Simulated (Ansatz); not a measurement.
This triplet lies 0.28 eV above the relaxed singlet at the level composite: frozen-core CCSD(T) with HF/cc-pVQZ and the correlation energy extrapolated as X^-3 from cc-pVTZ and cc-pVQZ, plus CCSDT(Q) minus CCSD(T) in cc-pVDZ // PBE0-D3(BJ)/def2-TZVP (Ansatz, a program for electronic structure); other levels give the other order.

Species: CHCl, SMILES `[CH]Cl` (triplet; the order of the spin states depends on the level) (charge 0, multiplicity 3).

Q: Give a relaxed geometry from PBE0-D3(BJ)/def2-TZVP run with Ansatz.

A: the end point of this relaxation (outside a Z-matrix the atoms follow the SMILES, hydrogens last).
Z-matrix (Å, degrees):
```
C
H 1 1.0833
Cl 1 1.6460 2 127.33
```
